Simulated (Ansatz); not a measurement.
Basis-set extrapolation for C₂H₆AlNO (PBE0-D4/def2-TZVP geometry, frozen core, Ansatz 0.2.0). Multiplicity 1, RHF reference.

```tsv
	def2-TZVPP	def2-QZVPP
HF	-450.541695	-450.558489
MP2 correlation	-0.857047	-0.917718
CCSD(T) correlation	-0.926676	not run
```

Energies in hartree. Use E(X) = E(∞) + A·exp(−7.88·√X) for Hartree–Fock and E(X) = E(∞) + B·X^(−2.97) for correlation, with X = 3 and 4, and add CCSD(T) minus MP2 of the smaller set to the MP2 limit.

Q: What is the CCSD(T) energy at the basis-set limit?

A: HF limit: -450.558489 + (-0.016794) × 0.13774 = -450.56080. MP2 limit: -0.917718 + (-0.060671) × 0.74074 = -0.96266. Higher-order term: -0.926676 − (-0.857047) = -0.06963. Total: -451.59309 hartree, 327.4 kJ/mol below CCSD(T)/def2-TZVPP.
